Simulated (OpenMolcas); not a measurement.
**S²⁺: from CASSCF to CASPT2**

- Program: OpenMolcas
- Basis: ANO-R1 [4s3p1d]
- Scalar Hamiltonian: X2C, finite nucleus
- Active space: 2 electrons in 3 orbitals (3p)
- State averaging: 2S+1 = 3 even, 3 roots; 2S+1 = 1 even, 6 roots
- Spin-orbit coupling: state interaction with AMFI integrals over the reference wave functions, term energies averaged over their components

Methods on the same reference wave functions:
A. CASSCF
B. SS-CASPT2, IPEA 0.25 Eh, imaginary shift 0.1 Eh (closed shells correlated: 2s 2p 3s)
C. XMS-CASPT2, IPEA 0.25 Eh, imaginary shift 0.1 Eh (closed shells correlated: 2s 2p 3s)

Energies in cm⁻¹ above 3s² 3p² ³P₀, the measured ground level; measured values from NIST levels in Podobedova, Kelleher and Wiese, J. Phys. Chem. Ref. Data 38, 171 (2009).

```
      Level      A      B      C  Measured
3s² 3p² ³P₀    0.0    0.0    0.0       0.0
3s² 3p² ³P₁    291    294    293       299
3s² 3p² ³P₂    827    829    828       833
3s² 3p² ¹D₂  14230  12750  12870     11323
3s² 3p² ¹S₀  34562  29340  30170     27161
```

Deviations, from unrounded energies. A percentage is the sum of absolute deviations over the sum of measured energies, with the sign that they share, or ± where signs differ.

```csv
Against measurement,Levels,A,B,C
mean absolute deviation (cm-1),4,2600,900,1100
fine structure of the ground term (%),2,-1.2,-0.8,-0.9
other terms of the ground configuration (%),2,+26.8,+9.4,+11.8
```

B lies closest to measurement on these levels and A furthest from it. The largest miss of B in the table is 3s² 3p² ¹S₀, by +2200 cm-1. The ranking rests on the paired levels alone, and a cruder setting can come out closer through cancelling errors.

Between B and C the level of the table that moves most is 3s² 3p² ¹S₀, by 830 cm-1 (lowest in B, highest in C). Moves below CASPT2's spread within the term are not significant.

The mean deviations of B to C differ by less than CASPT2's widest spread within a term (420 cm-1), so their order carries little weight.

From A to B the spin-free energies of the other terms of 3s² 3p² shown, above ³P, scale by factors of 0.85 to 0.89.

The lowest spin-free term lies below A's lowest term by 0.064 hartree in B, 0.068 hartree in C.

Term energies are means over components that CASPT2 splits; among the terms shown or strongly mixed into the levels shown the widest spread is 420 cm-1 (3s² 3p² ¹D, C). With the s shell closed, the reference lacks s² → p² mixing. Measured partners are found by configuration, term and J. A level has none where our copy of the source lacks it or the pairing is in doubt (some pairs that miss far off the trend of their configuration count as doubtful), and it then counts in no deviation. Levels of configurations outside the active space are missing.
